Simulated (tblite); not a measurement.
C₅H₉ClSi₂.
Numbering: `[SiH3:1][CH2:2][Si:3]1([Cl:4])[CH:5]=[CH:6][CH:7]=[CH:8]1` (hydrogens: H9, H10, H11 on Si1; H12, H13 on C2; H14 on C5; H15 on C6; H16 on C7; H17 on C8)

Cartesian coordinates in Å at the GFN2-xTB level; atoms count from 1:
```xyz
17
C5H9ClSi2 angstrom
Si    -2.8540   -0.1307    0.1727
C     -1.2007   -1.0719    0.2427
Si     0.2282   -0.2545   -0.7027
Cl    -0.1539   -0.2873   -2.6983
C      0.7380    1.4508   -0.0668
C      1.9930    1.3882    0.3899
C      2.6613    0.0972    0.2793
C      1.9553   -0.8962   -0.2703
H     -3.2697    0.0444   -1.2179
H     -3.8621   -0.9148    0.8927
H     -2.6972    1.1722    0.8217
H     -1.3504   -2.0738   -0.1581
H     -0.9076   -1.1979    1.2838
H      0.1543    2.3546   -0.0340
H      2.5248    2.2247    0.8205
H      3.6779   -0.0054    0.6310
H      2.3558   -1.8874   -0.3962
```

Computed values, GFN2-xTB/tblite, gas phase, harmonic and unscaled. Against measured fundamentals such values can be off by several per cent, at times by over 20. Modes of hydrogen on silicon can be 10 to 20 % off. One conformer, not necessarily the lowest.

Harmonic wavenumbers (cm⁻¹): 32.7, 79.0, 88.2, 105.3, 122.2, 158.5, 210.5, 320.4, 389.2, 418.0, 488.5, 519.2, 536.7, 636.1, 676.0, 696.2, 723.2, 769.6, 776.3, 780.9, 788.1, 791.9, 820.2, 837.1, 913.2, 919.0, 995.1, 1024.3, 1112.3, 1121.1, 1135.5, 1263.3, 1328.8, 1445.1, 1555.7, 1623.1, 2243.2, 2259.4, 2279.9, 2985.5, 2994.8, 3060.3, 3069.9, 3106.0, 3106.7.

A = 1643, B = 864.3, C = 694.8 MHz; mass 159.993 u (most abundant isotopes); point group C1, symmetry number 1.

Problem. Zero-point energy?

Solution. ½Σν̃ = 25653 cm⁻¹ = 306.88 kJ/mol.

Problem. What is S at 350 K and 1 bar for an ideal gas of classical rigid rotors and harmonic oscillators?

Solution. Translation 175.48, rotation 128.22, vibration 161.28: S = 465.0 J/(mol K).

Problem. And Cp and H(350 K) − H(0)?

Solution. Cp = 191.73 J/(mol K), of which vibrations give 158.47 (their classical limit is 45 R = 374.2); H(350 K) − H(0) = 40.22 kJ/mol without the zero-point energy, 28.58 from vibrations.

Problem. Blend soft modes into free rotors: weight 1/[1 + (100 cm⁻¹/ν̃)⁴] for the oscillator and the rest for a rotor with moment μB/(μ + B), μ = h/(8π²ν), B = 10⁻⁴⁴ kg m². What vibrational entropy results?

Solution. 146.18 J/(mol K) in place of 161.28, which changes −T·S at 350 K by +5.28 kJ/mol.

Problem. What must be added to the electronic energy to get the Gibbs energy at 350 K and 1 bar?

Solution. ZPE + [H(350 K) − H(0)] − T·S = 306.88 + 40.22 − 162.74 = 184.36 kJ/mol.

Problem. How do the functions run with temperature in this model?

Solution. 
| T (K) | S (J/(mol K)) | Cp (J/(mol K)) | H − H(0) (kJ/mol) | G − H(0) (kJ/mol) | ln q(vib) |
| --- | --- | --- | --- | --- | --- |
| 50 | 257.1 | 61.4 | 2.25 | -10.61 | 0.78 |
| 100 | 307.2 | 83.7 | 5.92 | -24.80 | 2.31 |
| 298.15 | 436.0 | 170.4 | 30.83 | -99.16 | 8.11 |
| 373.15 | 477.5 | 200.5 | 44.77 | -133.43 | 10.22 |
| 500 | 542.1 | 240.3 | 72.86 | -198.17 | 13.72 |
| 750 | 650.1 | 291.5 | 139.88 | -347.67 | 20.18 |
| 1000 | 738.6 | 323.6 | 217.05 | -521.59 | 26.01 |

q(vib) and H(0) count from the zero-point level.

Problem. Which modes carry the vibrational entropy at 350 K?

Solution. 32.7 cm⁻¹: 25.01; 79.0 cm⁻¹: 17.70; 88.2 cm⁻¹: 16.80; 105.3 cm⁻¹: 15.34; 122.2 cm⁻¹: 14.13; 158.5 cm⁻¹: 12.02 J/(mol K); the other 39 give 60.29 together.

Hindered rotation and anharmonicity are outside this model. Other conformers, if any are populated, would add a mixing term that is left out. The structure is chiral; the term R ln 2 for an equal mix with its mirror image is left out.
